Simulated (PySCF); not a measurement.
Species: C₅H₁₃NOSi₂.
Atom-mapped SMILES: `[NH2:1][SiH2:2][Si@@H:3]1[O:4][C@@H:5]2[CH2:6][CH2:7][C@H:8]1[CH2:9]2`

Structure used (GFN2-xTB), in Å, numbered top down from 1:
```xyz
22
C5H13NOSi2 angstrom
N      3.669   -0.389    0.080
Si     2.195   -0.843    0.845
Si     0.752    0.823    0.250
O     -0.436    0.887    1.385
C     -1.694    0.702    0.775
C     -1.839   -0.770    0.372
C     -1.109   -0.850   -0.983
C     -0.524    0.555   -1.157
C     -1.644    1.407   -0.571
H      3.672   -0.141   -0.896
H      4.508   -0.902    0.298
H      2.552   -0.891    2.266
H      1.752   -2.226    0.531
H      1.276    2.193    0.067
H     -2.461    1.048    1.472
H     -1.381   -1.405    1.130
H     -2.891   -1.044    0.283
H     -0.346   -1.629   -0.997
H     -1.821   -1.067   -1.784
H     -0.268    0.787   -2.188
H     -2.585    1.314   -1.115
H     -1.388    2.459   -0.464
```

Definitions: NICS(0) = −σiso at the ring centroid; NICS(1) = −σiso and NICS(1)zz = −σzz at ±1 Å along the ring normal z. Level: GIAO PBE0/pcSseg-1 (PySCF, non-relativistic, gas phase) on the GFN2-xTB geometry, one conformer.

Ring bond lengths (Å), with Mayer bond orders in brackets: Si3–O4 1.645 (0.92), O4–C5 1.410 (0.87), C5–C9 1.521 (0.99), C9–C8 1.524 (0.95), C8–Si3 1.918 (0.86); C5–C6 1.533 (1.00), C6–C7 1.541 (1.02), C7–C8 1.531 (1.01), C8–C9 1.524 (0.95), C9–C5 1.521 (0.99).

**Question.** Give the NICS values of each ring in ppm.

**Answer.** 
```json
{"ring": "Si3–O4–C5–C9–C8", "type": "5-membered ring with O and Si; formal bonds all single", "NICS(0)": "-8.4", "NICS(1), two faces": "-7.4 / -4.2", "NICS(1)zz, two faces": "-8.3 / -5.2", "rms pucker (Å)": "0.27", "centre to ring atoms, mean (Å)": "1.31"}
{"ring": "C5–C6–C7–C8–C9", "type": "5-membered carbocycle; formal bonds all single", "NICS(0)": "-7.2", "NICS(1), two faces": "-7.3 / -5.0", "NICS(1)zz, two faces": "-9.8 / -6.6", "rms pucker (Å)": "0.25", "centre to ring atoms, mean (Å)": "1.26"}
```

**Question.** What can be read from them?

**Answer.** 
- Si3–O4–C5–C9–C8: mean NICS(1)zz -6.8 ppm, shielded. Si3, C5, C8, C9 have four or more neighbours, so the value isn't read as a sign of a π ring current. The two faces differ by 3.1 ppm, so no symmetry operation interchanges them.
- C5–C6–C7–C8–C9: mean NICS(1)zz -8.2 ppm, shielded. C5, C6, C7, C8, C9 have four or more neighbours, and the NICS criterion for π rings isn't applied. The two faces differ by 3.2 ppm, so no symmetry operation interchanges them.

**Question.** Give the inner angles of the rings and the Hirshfeld charges of the ring atoms.

**Answer.** 
- Si3–O4–C5–C9–C8: Si3 91.8° (+0.323 e), O4 109.9° (-0.242 e), C5 107.0° (+0.043 e), C9 96.0° (-0.082 e), C8 97.4° (-0.121 e); sum 502.1° against 540° for a flat convex ring.
- C5–C6–C7–C8–C9: C5 102.4° (+0.043 e), C6 103.6° (-0.080 e), C7 103.5° (-0.076 e), C8 100.9° (-0.121 e), C9 96.0° (-0.082 e); sum 506.5° against 540° for a flat convex ring.
